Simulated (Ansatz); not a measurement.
Al5Sb4H16⁻, a cluster cut from zinc blende AlSb (hydrogen-capped) was relaxed with PBE-D4 (def2-SVP) in Ansatz in these states: charge -1 singlet, neutral doublet. The geometries follow in no particular order.

In the def2 sets Sb takes a core potential; there is no spin–orbit coupling.

A:

Cartesian coordinates in Å:
```
Sb 0.500 -1.316 1.645
Sb 1.634 2.488 0.607
Sb 0.724 -1.796 -2.344
Sb -1.854 0.906 -0.660
Al 0.965 -3.340 -0.118
Al 2.203 0.628 2.512
Al -2.220 -0.629 1.662
Al -0.881 3.355 0.039
Al -1.555 -0.461 -3.000
H 0.067 -2.121 3.116
H 2.313 1.931 -0.868
H 2.687 3.826 0.800
H 1.305 -2.636 -3.721
H 1.990 -0.637 -2.287
H -3.573 1.072 -0.550
H 2.513 -3.716 0.090
H -0.258 -4.368 -0.106
H 3.677 0.052 2.240
H 1.668 1.208 3.902
H -2.464 0.318 2.926
H -3.122 -1.886 1.262
H -1.550 3.839 1.407
H -0.846 4.182 -1.338
H -2.719 -1.552 -3.114
H -1.203 0.653 -4.100
```

B:

```xyz
25

Sb   -0.8038   -1.2906    1.8444
Sb    2.7841   -0.1204    0.2161
Sb   -1.2364   -1.1485   -2.2129
Sb   -0.4799    2.3321   -0.2071
Al   -1.9599   -2.7492   -0.1104
Al    1.8289   -1.7835    2.1718
Al   -1.5951    1.3046    2.0525
Al    2.2117    2.5175   -0.2500
Al   -1.5649    1.5503   -2.5516
H    -1.4671   -2.0205    3.2588
H     2.5675   -0.9422   -1.2785
H     4.5006   -0.2765    0.2126
H    -1.7288   -1.9289   -3.6692
H     0.4407   -1.4451   -2.4630
H    -0.9390    3.9934   -0.1533
H    -1.2576   -4.1830   -0.3268
H    -3.5675   -2.6467   -0.0592
H     2.2428   -3.2902    1.7767
H     2.3842   -1.1358    3.5402
H    -0.8777    1.9664    3.3355
H    -3.2001    1.3714    1.9170
H     2.7719    3.2757    1.0581
H     2.7951    2.8970   -1.7035
H    -3.1625    1.7631   -2.5685
H    -0.6871    1.9895   -3.8295
```

Question: Judge from the bond lengths which geometry belongs to which state (an estimate).

Answer: A is the neutral doublet (Sb4–Al7 2.808 Å, Sb1–Al7 2.806 Å, Sb1–Al6 2.726 Å); B is the charge -1 singlet (Sb4–Al7 2.721 Å, Sb1–Al7 2.721 Å, Sb1–Al6 2.698 Å).
